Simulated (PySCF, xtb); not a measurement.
AgI, SMILES [Ag][I], multiplicity 1.

xtb with GFN2-xTB at its own geometry gives an orbital gap of 4.31 eV and a dipole moment of 8.36 D.

Geometry optimised at B3LYP-D3(BJ)/def2-TZVP. The multiplicity is an assumed one; other spin states were not compared. The def2 effective core potentials stand for the cores of Ag, I; spin–orbit coupling is left out.

### Question
What does B3LYP/def2-TZVPD (PySCF) give? (The exact figures need the calculation; the answer reports its results.)

### Answer
gap 3.12 eV (levels -6.64 and -3.51 eV), dipole 4.77 D.
